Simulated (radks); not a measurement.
Results of a calculation; reference values are marked as such.
Species: Tb. Configuration: [Xe] 4f9 6s2.

Code: a radial shooting solver on a logarithmic mesh with Libxc functionals. Model: scalar-relativistic Kohn-Sham, PBEsol, spin-polarised, spherical densities, finite nucleus; open shells are filled with parallel spins first (spin-orbit coupling, left out, can overturn this in heavy ions); Fermi nuclear charge, rms radius 5.06 fm; hard spherical wall at 4 bohr.

Energy parts (Ry):
part                       energy
total                 -23406.7276
kinetic                25195.4653
electron-nucleus      -57256.7648
Hartree                 9159.5967
exchange-correlation    -505.0249

Orbitals (lengths in bohr, moments of r in powers of bohr; r(max) is where P^2 peaks):
| orbital | occ. | eigenvalue (Ry) | r(max) |
|---|---|---|---|
| 1s up | 1 | -3808.785 | 0.01365 |
| 1s down | 1 | -3808.785 | 0.01365 |
| 2s up | 1 | -630.8657 | 0.07753 |
| 2s down | 1 | -630.8620 | 0.07753 |
| 2p up | 3 | -560.6401 | 0.06281 |
| 2p down | 3 | -560.6375 | 0.06281 |
| 3s up | 1 | -139.4590 | 0.2199 |
| 3s down | 1 | -139.3224 | 0.2198 |
| 3p up | 3 | -117.7966 | 0.2159 |
| 3p down | 3 | -117.6606 | 0.2158 |
| 3d up | 5 | -89.52256 | 0.1764 |
| 3d down | 5 | -89.41792 | 0.1763 |
| 4s up | 1 | -27.21308 | 0.5048 |
| 4s down | 1 | -26.90816 | 0.5047 |
| 4p up | 3 | -20.07931 | 0.5271 |
| 4p down | 3 | -19.77709 | 0.5270 |
| 4d up | 5 | -10.28629 | 0.5469 |
| 4d down | 5 | -9.98782 | 0.5468 |
| 4f up | 7 | 0.27399 | 0.5552 |
| 4f down | 2 | 0.53034 | 0.5577 |
| 5s up | 1 | -2.98910 | 1.181 |
| 5s down | 1 | -2.83246 | 1.190 |
| 5p up | 3 | -1.33302 | 1.352 |
| 5p down | 3 | -1.21976 | 1.369 |
| 5d up | 0 | 0.56460 | 1.937 |
| 5d down | 0 | 0.61716 | 1.986 |
| 6s up | 1 | 0.80385 | 2.665 |
| 6s down | 1 | 0.84495 | 2.681 |
| 6p up | 0 | 1.53064 | 2.840 |
| 6p down | 0 | 1.57937 | 2.853 |
| 7s up | 0 | 4.54561 | 3.288 |
| 7s down | 0 | 4.60837 | 3.292 |

The highest occupied level is 6s down at 11.496 eV. The configuration is held as typed, so some empty levels lie below it. The pressure on the wall is 156 GPa. The electron density at the nucleus is 7.195e+05 e/bohr^3 (large components only). Summed over all electrons, <r^2> = 52.63 bohr^2, which gives a Langevin (diamagnetic) susceptibility term of -41.7 x 10^-6 cm^3/mol. The density falls to 0.001 e/bohr^3 at r = 3.71 bohr. Spin moment in Bohr magnetons: 5. The spin density at the nucleus is 0.14 e/bohr^3 (1s 0.01, 2s -0.85, 3s -11.98, 4s 1.88, 5s 11.85, 6s -0.76).
